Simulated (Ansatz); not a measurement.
`[Cl][GaH][GeH3]` → `[Cl][GaH2]` + `[GeH2]` at 600 K and 1 bar (germylene loss).

Program: Ansatz. Geometries: PBE0-D4/def2-TZVP. ΔE: electronic, gas phase. CCSD(T)/CBS adds triple-zeta CCSD(T) − MP2 to the extrapolated MP2 energy (def2 sets, frozen cores). For Ga, Ge outer-core shells are correlated without core-valence functions, which leaves a few kJ/mol of doubt a bond. Scalar relativity is left out up to krypton.

```csv
species,CCSD(T)/CBS energy (Eh),H − E (kJ/mol),S (J/(mol·K))
`[Cl][GaH][GeH3]`,-4462.28367,133.5,435.4
`[Cl][GaH2]`,-2384.95520,67.6,305.5
`[GeH2]`,-2077.24753,50.4,247.2
```

H − E and S are ideal-gas, rigid-rotor, harmonic terms from PBE0-D4/def2-TZVP. 1 Eh = 2625.50 kJ/mol, R = 8.31446 J/(mol·K).

Q: By hand: ΔE, ΔH, ΔS and ΔG.

A: ΔE = (-2384.95520) + (-2077.24753) − (-4462.28367) = 0.08094 Eh = 212.5 kJ/mol. Δ(H − E) = 67.6 + 50.4 − 133.5 = -15.5, so ΔH = 197.0 kJ/mol. ΔS = 305.5 + 247.2 − 435.4 = 117.3 J/(mol·K). ΔG = 197.0 − 600 × (117.3)/1000 = 126.6 kJ/mol.

Q: By hand: the equilibrium constant, and the temperature at which ΔG would vanish if ΔH and ΔS stayed fixed.

A: log₁₀ K = −ΔG/(RT ln 10) = -11.0. ΔG = 0 at ΔH/ΔS = 1679 K.

The number of gas molecules changes by +1, which sets the sign of ΔS. A doubt of 5 kJ/mol in ΔE shifts log₁₀ K by 0.4 here. Modes under 60 cm⁻¹, often nearly free rotors, make the harmonic entropy too high. These are equilibria of isolated gas molecules and say nothing of rates. Largest T1 diagnostic: 0.012 (customary marks: 0.02 for closed shells, 0.045 for open ones).
